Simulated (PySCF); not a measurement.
A structure optimised at PBE-D3(BJ)/def2-SVP, used in a PySCF frequency run:

```
Si
F 1 1.6460
H 1 1.5004 2 107.18
C 1 1.8740 3 112.67 2 -119.52
H 4 1.1087 1 110.69 3 61.67
H 4 1.1090 5 107.90 1 -121.86
H 4 1.1096 5 107.82 6 -116.63
C 1 1.9005 3 109.42 2 117.19
F 8 1.3938 1 110.92 3 -48.40
H 8 1.1157 9 109.40 1 122.20
H 8 1.1167 10 106.59 9 -118.09
```
Charge 0, spin multiplicity 1.

Question: Write its SMILES and formula.

Answer: C[Si@H](F)CF, C2H6F2Si

Question: What are its rotational constants (standard atomic weights)?

Answer: 5.8033, 2.4696, 1.9196 GHz
